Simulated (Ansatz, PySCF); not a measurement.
H5Si, SMILES [SiH5-], charge -1.

Geometry: PBE0-D3(BJ)/def2-TZVPD.

Two levels are set side by side: PBE/def2-TZVPD (Ansatz, a program for electronic structure) and EOM-CCSD/aug-cc-pVDZ (PySCF). PBE by ΔSCF, the other level by its IP root; same geometry, the bases differ. Differences are taken from unrounded values.

| quantity | EOM-CCSD | PBE | PBE minus EOM-CCSD |
|---|---|---|---|
| vertical ionisation energy (eV) | 2.09 | 1.83 | -0.26 |
